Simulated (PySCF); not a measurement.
HO2Si, SMILES O=[Si]=[OH+], charge +1. Geometry: B3LYP-D3(BJ)/def2-TZVP. The isomer is the one that the SMILES or the coordinates give; other isomers of the formula were not compared.

PySCF with TDA-PBE/def2-SVPD puts the lowest singlet excitations at 4.15, 4.23, 6.19, 6.48, 6.55, 6.84 eV.

Problem. What are the lowest excitation roots from ADC(2)/aug-cc-pVDZ run with PySCF? (Estimate from the structure and the level; the computed values follow.)

Solution. 4.06, 4.14, 6.18, 6.62, 6.82, 6.98 eV. S1 differs by -0.09 eV (second minus first; roots are paired by order, and the bases may differ).
